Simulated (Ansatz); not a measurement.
Gas-phase electronic energies from Ansatz, PBE0-D4/def2-TZVP geometries. CCSD(T)/CBS is the MP2 limit (def2-TZVPP, def2-QZVPP) plus CCSD(T) − MP2 in def2-TZVPP, frozen cores. DFT in def2-TZVPP. HSE06 is defined as in plane-wave codes. One conformer a species, not always the lowest.

Reaction (cleavage of the P–Si bond): `P[SiH]1CN1` + `O[SiH2]F` → `F[SiH2]OP` + `C1N[SiH2]1`

Is it downhill or uphill in electronic energy at CCSD(T)/CBS, and by how much? (An estimate is asked.)

Computed: Uphill: ΔE = +41.1 kJ/mol.

What do these levels give: r2SCAN-D4, r2SCANh-D4, r2SCAN0-D4, HSE06-D4, BHLYP-D4, ωB97M-V, PBE, revPBE, r2SCAN0, CAM-B3LYP, CCSD(T)/def2-TZVPP, HF/def2-QZVPP? (Estimate.)

The calculation gave: r2SCAN-D4 47.2, r2SCANh-D4 46.8, r2SCAN0-D4 46.1, HSE06-D4 51.3, BHLYP-D4 29.4, ωB97M-V 35.9, PBE 52.5, revPBE 52.1, r2SCAN0 45.6, CAM-B3LYP 28.7, CCSD(T)/def2-TZVPP 40.3, HF/def2-QZVPP 12.5 kJ/mol.

Largest T1 diagnostic among the species: 0.014.

In def2-TZVPP, CCSD(T) changes the Hartree–Fock value by +25.2 kJ/mol (the triples alone add +3.9 kJ/mol) and MP2 by +28.0 kJ/mol. Leaving LDA and LC-ωPBE aside and taking each functional with its dispersion term where it has one, the values, not all of them listed here, spread over 24.4 kJ/mol, from BHLYP-D4 to PBE-D4.
